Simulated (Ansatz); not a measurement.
Isolated molecules relaxed with PBE0-D4/def2-TZVP in Ansatz; ΔE leaves out vibrations. CCSD(T)/CBS is the MP2 limit (def2-TZVPP, def2-QZVPP) plus CCSD(T) − MP2 in def2-TZVPP, frozen cores. This one scheme is used for every species. Functionals use def2-TZVPP. B3LYP here is the variant with VWN-RPA as its local correlation; programs differ in this. One conformer a species, not always the lowest.

Consider the formal exchange of groups at the Si–C bond: `NCOC[SiH3]` + `CC(Cl)Cl` → `[SiH3]CC(Cl)Cl` + `COCN`.

`NCOC[SiH3]`:

```xyz
14

N    -1.801    0.462    1.178
C    -1.063    1.249    0.230
O     0.243    0.765    0.044
C     0.288   -0.523   -0.534
Si    2.079   -1.106   -0.569
H    -1.656    0.759    2.132
H    -2.789    0.432    0.979
H    -1.607    1.232   -0.725
H    -0.920    2.293    0.532
H    -0.122   -0.504   -1.557
H    -0.323   -1.229    0.043
H     2.621   -1.205    0.811
H     2.124   -2.452   -1.206
H     2.925   -0.173   -1.357
```

`CC(Cl)Cl`:

Z-matrix (Å, degrees):
```
C
C 1 1.504
H 1 1.090 2 110.4
H 1 1.091 2 109.6 3 120.1
H 1 1.091 2 109.6 3 -120.1
Cl 2 1.777 1 110.8 3 61.5
Cl 2 1.777 1 110.8 3 -61.5
H 2 1.087 1 112.5 3 180.0
```

`[SiH3]CC(Cl)Cl`:

Cartesian coordinates in Å:
```
Si -0.484 1.269 -0.721
C -0.534 -0.426 0.118
C 0.817 -0.956 0.517
Cl 0.695 -2.576 1.249
Cl 1.640 0.155 1.638
H -0.316 2.366 0.261
H 0.635 1.299 -1.700
H -1.768 1.456 -1.447
H -1.183 -0.379 0.997
H -0.986 -1.141 -0.577
H 1.485 -1.067 -0.334
```

`COCN`:

Cartesian coordinates in Å:
```
C -1.194 -0.218 -0.787
O -0.135 0.697 -0.760
C 0.561 0.722 0.471
N 1.358 -0.420 0.786
H -1.900 -0.040 0.038
H -1.720 -0.085 -1.733
H -0.850 -1.259 -0.730
H 1.209 1.598 0.403
H -0.155 0.877 1.290
H 2.021 -0.627 0.051
H 0.806 -1.246 0.972
```

(1) Is it downhill or uphill in electronic energy at CCSD(T)/CBS, and by how much? (Best estimate.)

(2) What do these levels give: r2SCAN-D4, PBE0-D4, B3LYP-D4, ωB97M-V, PBE, r2SCAN, PBE0, SCS-MP2/def2-TZVPP, CCSD/def2-TZVPP, HF/def2-QZVPP, MP2/def2-QZVPP, SCS-MP2/def2-QZVPP? (An estimate is asked.)

Largest T1 diagnostic among the species: 0.011.

Results:

(1) Ansatz gave: Downhill: ΔE = -11.3 kJ/mol.

(2) Ansatz gave: r2SCAN-D4 -11.7, PBE0-D4 -11.5, B3LYP-D4 -10.5, ωB97M-V -10.9, PBE -8.9, r2SCAN -11.2, PBE0 -9.2, SCS-MP2/def2-TZVPP -12.6, CCSD/def2-TZVPP -11.0, HF/def2-QZVPP -5.3, MP2/def2-QZVPP -13.8, SCS-MP2/def2-QZVPP -11.9 kJ/mol.

The D4 term adds −4.3 kJ/mol with B3LYP and −2.3 kJ/mol with PBE0; it sums over pairs of atoms, weighted by their polarisabilities, and B3LYP, whose exchange is more repulsive, gets the larger term. In def2-TZVPP, CCSD(T) changes the Hartree–Fock value by −6.7 kJ/mol (the triples alone add −1.3 kJ/mol) and MP2 by −8.8 kJ/mol.
